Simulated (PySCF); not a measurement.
## One reagent, a row of partners

Four-centre ligand exchange: H₂ meets different compounds of Si. Each row is one chosen step, not always the lowest open to these reactants.

Gas-phase electronic energies, without zero-point energy, by CCSD(T) at an estimated basis limit (MP2 extrapolated from triple and quadruple zeta, plus CCSD(T) − MP2 in triple zeta); PySCF 2.14 with density fitting (its default auxiliary sets; JK sets also for MP2 and CCSD(T)), def2-TZVPP and QZVPP, frozen cores, on PBE0-D4/def2-TZVP structures. Extrapolation: Hartree–Fock as exp(−7.88 √X), correlation as X^−2.97. All energies, in eV, count from the separated reactants, without counterpoise correction; the start and end structures are the complexes reached by relaxing down from the saddle, and deeper ones may exist. Brackets give SMILES, or, where every atom is bracketed, only which atoms are joined. Steps whose reference was doubtful or whose search ended elsewhere are left out.

| reactants | products | broken | formed | start structure | saddle | end structure | saddle by PBE0-D4/TZ |
| --- | --- | --- | --- | --- | --- | --- | --- |
| SiH₄S ([SiH3][SH]) + H₂ | SiH₄ + H₂S | H–H, S–Si | H–S, H–Si | -0.026 | ? | 0.307 | 2.262 |
| SiHCl₃ ([Cl][SiH]([Cl])[Cl]) + H₂ | SiH₂Cl₂ ([Cl][SiH2][Cl]) + HCl | Cl–Si, H–H | Cl–H, H–Si | -0.019 | 2.645 | 0.715 | 2.400 |
| SiNH₅O ([NH2][SiH2][OH]) + H₂ | SiNH₅ ([NH2][SiH3]) + H₂O | H–H, O–Si | H–O, H–Si | -0.025 | 2.405 | 0.768 | 2.145 |

Task: What is the height of the saddle for SiH₄S ([SiH3][SH]) + H₂? (An estimate is asked for; the value comes from the calculation.)

Result: Computed: 2.538 eV relative to the separated reactants, between the members at 2.405 and 2.645; above its start structure the barrier is 2.538 − (-0.026) ≈ 2.563 eV.

Task: How do the PBE0-D4 saddles lie against the coupled-cluster estimate?

Result: All lower, by 0.245 to 0.276 eV.

No T1 diagnostic of these runs exceeds 0.014.

For scale, one of the runs: CCSD(T)/def2-TZVPP, 210 basis functions, launched by `OMP_NUM_THREADS=4 python run.py`. Time: 7.8 min of wall clock on 4 CPU threads of an Arm Neoverse V2; the host was shared. Peak host memory: 2.9 GiB.
